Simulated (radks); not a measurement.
The numbers below are computed, except where a source is named.
Task: The scandium anion Sc-, 22 electrons, occupied as [Ar] 3d2 4s2. Code: a radial shooting solver on a logarithmic mesh with Libxc functionals. Model: scalar-relativistic Kohn-Sham, PBEsol, spin-unpolarised, spherical densities, point nucleus; hard spherical wall at 6 bohr. Some entries of the table are withheld. Estimate them.

orbital,occ.,eigenvalue (eV),<1/r> (bohr^-1),<r> (bohr)
1s,2,-4378.609,20.75,0.07310
2s,2,-460.2573,4.292,0.3439
2p,6,-374.5837,4.198,0.3079
3s,2,-41.9613,1.295,1.084
3p,6,-20.8331,1.156,1.191
4s,2,5.1211,0.3750,3.300
3d,2,(1),0.6501,2.175
4p,0,(2),0.3506,(3)
4d,0,16.3675,0.5161,3.201
5s,0,(4),0.4271,3.490

Result: 
(1) 3d eigenvalue (eV): 8.0000
(2) 4p eigenvalue (eV): 8.6879
(3) 4p <r> (bohr): 3.535
(4) 5s eigenvalue (eV): 21.5359
